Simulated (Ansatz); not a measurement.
A structure relaxed at PBE-D4/def2-SVP in Ansatz, charge 0, singlet:

Cartesian coordinates in Å:
```
Mg -0.678 -1.745 2.939
Mg -0.586 -2.106 -0.185
Mg -0.999 0.366 -2.718
Mg 1.854 -2.844 1.822
Mg 2.076 1.100 -1.253
Mg 1.283 -1.678 -2.749
Mg -0.722 2.730 0.470
Mg -3.510 2.927 -0.293
Mg 1.262 0.364 1.731
Se 2.327 -1.485 -0.364
Se -1.803 2.637 -2.090
Se -0.416 -3.950 1.620
Se 1.863 2.611 0.714
Se -2.645 3.787 1.769
Se -1.322 0.001 1.160
Se 1.715 -1.170 3.731
Se -1.185 -2.212 -2.658
Se 1.486 0.666 -3.644
```

(1) Give its formula.

(2) Summarise the bond lengths by kind (pairs closer than 1.2 times the sum of covalent radii, bridged metal pairs left out).

Answers

(1) Mg₉Se₉.

(2) 29 × Mg–Se 2.40 to 2.99 Å.

Single mean-field runs in def2-SVP are fitted with def2-universal-jkfit. Another isomer (singlet) lies 0.11 eV lower at PBE0-D4/def2-TZVP; other spin states weren't run for this one.
